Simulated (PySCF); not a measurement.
BrHg, doublet, at a GFN2-xTB geometry (such geometries of metal compounds can be far from the true shape) (the spin is typed, not shown lowest) (core potentials on Hg). Base run: B3LYP/def2-SVP (PySCF).

Input for PySCF:
```python
from pyscf import gto, scf, dft, solvent

mol = gto.M(
    atom='''
Hg   -0.00000000   -0.00000000   -0.91497501
Br    0.00000000    0.00000000    2.09137145
''',
    basis='def2-svp',
    ecp={'Hg': 'def2-svp'},
    spin=1,
    verbose=4,
)

mf = dft.UKS(mol)
mf.xc = 'b3lyp'
mf.kernel()
```

The base run was repeated with changes; each row names its change, and settings that it needs were set with it.

```
change                                                   ΔE vs base (kcal/mol)  dipole (D)
-------------------------------------------------------  ---------------------  ----------
base                                                                     0.000        2.69
model = IEF-PCM; solvent = 2-propanol                                    -8.86        6.02
model = SS(V)PE; solvent = methanol                                      -9.25        6.18
model = COSMO; solvent = methanol                                        -9.09        6.11
model = IEF-PCM; solvent = methanol; vdw_scale = 1.1                    -15.33        7.55
model = IEF-PCM; solvent = methanol; lebedev_order = 41                  -9.22        6.18
model = ddCOSMO; solvent = methanol                                     -24.13        8.45
model = IEF-PCM; solvent = tetrahydrofuran                               -7.50        5.47
model = IEF-PCM; solvent = methanol; r_probe = 0.5                       -2.85        4.20
model = C-PCM; solvent = methanol                                        -9.32        6.21
model = IEF-PCM; solvent = water                                         -9.58        6.32
model = IEF-PCM; solvent = methanol; vdw_scale = 1.4                     -4.04        4.64
```

The base is the gas phase, so ΔE is the electrostatic part of solvation at a fixed geometry, without cavity and dispersion terms.

Open shells are given as the SCF converged; they aren't shown to be the lowest states, and a large step between rows can be another state.
